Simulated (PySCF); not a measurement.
F$_{3}$Hf (SMILES [F][Hf]([F])[F]), doublet, at a GFN2-xTB geometry (such geometries of metal compounds can be far from the true shape) (the multiplicity is a formal guess) (core potentials on Hf), with bond 2-1 at 1.3 times its length. Base run: HF/def2-SVP run with PySCF.

PySCF was given this input:
```python
from pyscf import gto, scf

mol = gto.Mole()
mol.atom = '''
    Hf    0.01327631    0.08252816    0.03016674
    F     2.24162469   -0.62022812   -0.27581032
    F    -0.88642622   -0.63545890    1.43046795
    F    -0.94717471    0.43328718   -1.46660162
'''
mol.basis = 'def2-svp'
mol.ecp = {'Hf': 'def2-svp'}
mol.spin = 1
mol.verbose = 4
mol.build()

mf = scf.UHF(mol)
mf.kernel()
```

Variants of this job, named by their change:

| change | ΔE vs base (µEh) | SCF cycles | <S^2> |
|---|---|---|---|
| base | 0.0 | 16 | 0.752 |
| diis_space = 12 | 0.0 | 16 | 0.752 |
| level_shift = 0.5 (with mf.max_cycle = 100) | 0.0 | 28 | 0.752 |
| level_shift = 0.3 (with mf.max_cycle = 100) | 0.0 | 22 | 0.752 |
| init_guess = atom | 0.0 | 16 | 0.752 |
| diis_space = 4 | 0.0 | 20 | 0.752 |
| conv_tol = 1e-4 | 2.5 | 8 | 0.752 |
| conv_tol = 1e-11 | 0.0 | 19 | 0.752 |
| damp = 0.5; diis_start_cycle = 5 | 0.0 | 18 | 0.752 |
| diis_space = 2 | 0.0 | 27 | 0.752 |
| conv_tol_grad = 1e-3 | 0.0 | 16 | 0.752 |
| conv_tol_grad = 1e-7 | 0.0 | 21 | 0.752 |
| init_guess = sap | 0.0 | 21 | 0.752 |

Open shells are given as the SCF converged; they aren't shown to be the lowest states, and a large step between rows can be another state.
